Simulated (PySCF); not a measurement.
# Basis-set dependence of population analyses: `B[Si@H]1C[C@@H](F)C1`

C₃H₈BFSi.
Structure used (PBE0-D3(BJ)/def2-SVP), in Å, numbered top down from 1:
```
atom  x, y, z in Å
B1     2.4386    0.2594    0.6071
Si2    0.5473    0.7761    0.1754
C3    -0.2942   -0.1152   -1.2989
C4    -1.5077   -0.2903   -0.3827
F5    -2.2462   -1.4242   -0.6282
C6    -0.8472   -0.2531    0.9975
H7     3.3101    1.0461    0.8895
H8     2.7239   -0.9167    0.5859
H9     0.2465    2.2414    0.1914
H10    0.1961   -1.0922   -1.4414
H11   -0.4682    0.3523   -2.2769
H12   -2.1899    0.5722   -0.4949
H13   -0.4498   -1.2532    1.2365
H14   -1.4577    0.1077    1.8355
```

PBE0 throughout (PySCF), one geometry, spherical d and f functions. Geometry: PBE0-D3(BJ)/def2-SVP, one conformer, isolated molecule. Atoms taken as equivalent share a column and are averaged. The first 7 of 10 kinds of atom are listed.

Mulliken charges (e):

| basis | functions | B1 | Si2 | C3/C6 | C4 | F5 | H7/H8 | H9 |
| --- | --- | --- | --- | --- | --- | --- | --- | --- |
| STO-3G | 42 | +0.010 | +0.543 | -0.307 | +0.032 | -0.123 | -0.038 | -0.117 |
| 6-31G | 74 | -0.042 | +0.639 | -0.629 | +0.145 | -0.344 | -0.015 | -0.106 |
| pcSseg-0 | 74 | -0.210 | +0.878 | -0.958 | +0.115 | -0.372 | +0.071 | -0.013 |
| 6-31G* | 104 | -0.070 | +0.414 | -0.570 | +0.209 | -0.348 | +0.014 | -0.060 |
| cc-pVDZ | 128 | -0.048 | +0.236 | -0.179 | +0.165 | -0.238 | +0.008 | -0.038 |
| def2-SVP | 128 | +0.015 | +0.260 | -0.247 | +0.177 | -0.266 | +0.003 | -0.052 |
| aug-cc-pVDZ | 214 | -1.646 | -0.004 | +0.360 | +1.057 | -0.561 | +0.800 | +0.358 |
| 6-311+G(2d,p) | 218 | -0.174 | +0.672 | -0.513 | +0.081 | -0.274 | +0.026 | -0.056 |
| def2-TZVP | 240 | -0.059 | +0.135 | -0.316 | +0.124 | -0.222 | +0.041 | -0.020 |
| cc-pVTZ | 296 | -0.101 | +0.186 | -0.289 | +0.182 | -0.222 | +0.048 | -0.036 |
| IGLO-III | 299 | +0.040 | +0.609 | -0.489 | +0.172 | -0.290 | -0.041 | -0.175 |

IAO charges (e):

| basis | functions | B1 | Si2 | C3/C6 | C4 | F5 | H7/H8 | H9 |
| --- | --- | --- | --- | --- | --- | --- | --- | --- |
| STO-3G | 42 | -0.132 | +0.725 | -0.505 | +0.025 | -0.146 | +0.010 | -0.103 |
| 6-31G | 74 | -0.175 | +0.595 | -0.520 | +0.155 | -0.305 | +0.037 | -0.082 |
| pcSseg-0 | 74 | -0.180 | +0.596 | -0.532 | +0.144 | -0.289 | +0.041 | -0.076 |
| 6-31G* | 104 | -0.177 | +0.685 | -0.528 | +0.191 | -0.314 | +0.029 | -0.114 |
| cc-pVDZ | 128 | -0.190 | +0.685 | -0.527 | +0.190 | -0.317 | +0.034 | -0.112 |
| def2-SVP | 128 | -0.182 | +0.697 | -0.525 | +0.192 | -0.318 | +0.030 | -0.117 |
| aug-cc-pVDZ | 214 | -0.190 | +0.690 | -0.533 | +0.190 | -0.334 | +0.034 | -0.111 |
| 6-311+G(2d,p) | 218 | -0.194 | +0.718 | -0.542 | +0.188 | -0.335 | +0.034 | -0.118 |
| def2-TZVP | 240 | -0.196 | +0.726 | -0.546 | +0.193 | -0.333 | +0.034 | -0.121 |
| cc-pVTZ | 296 | -0.195 | +0.713 | -0.543 | +0.192 | -0.330 | +0.034 | -0.117 |
| IGLO-III | 299 | -0.197 | +0.727 | -0.546 | +0.190 | -0.335 | +0.035 | -0.120 |

Some averages cover members that differ in this geometry, most widely: H7/H8, Mulliken in aug-cc-pVDZ +0.744 to +0.857 e.

Problem. Which scheme is steadiest as the basis changes?

Solution. Largest range over the bases for any column: IAO 0.19 e, Mulliken 1.69 e. IAO charges move least and Mulliken charges most, counted in e. Without the minimal STO-3G basis the ranges are IAO 0.13, Mulliken 1.69 e.

Problem. How much do the charges still move between the two largest bases, cc-pVTZ and IGLO-III?

Solution. At most, over all atoms: Mulliken 0.423 e, IAO 0.014 e.

Problem. What do the same runs give for the total energy, the frontier levels and the dipole moment?

Solution. 
```
        basis  energy (Eh)  HOMO (eV)  LUMO (eV)  μ (D)
       STO-3G    -526.3921      -4.62       0.61   1.48
        6-31G    -532.7568      -7.92      -2.48   1.78
     pcSseg-0    -531.9625      -8.26      -2.91   2.03
       6-31G*    -532.8363      -7.77      -2.44   1.39
      cc-pVDZ    -532.8680      -7.86      -2.61   1.45
     def2-SVP    -532.5881      -7.96      -2.69   1.62
  aug-cc-pVDZ    -532.8890      -7.98      -2.72   1.74
6-311+G(2d,p)    -532.9437      -8.02      -2.76   1.81
    def2-TZVP    -532.9655      -7.97      -2.74   1.68
      cc-pVTZ    -532.9590      -7.95      -2.72   1.59
     IGLO-III    -532.9731      -8.00      -2.76   1.75
```

The dipole is fixed by the density alone, so its range of 0.64 D shows that the density itself changes with the basis, not only its division among atoms.
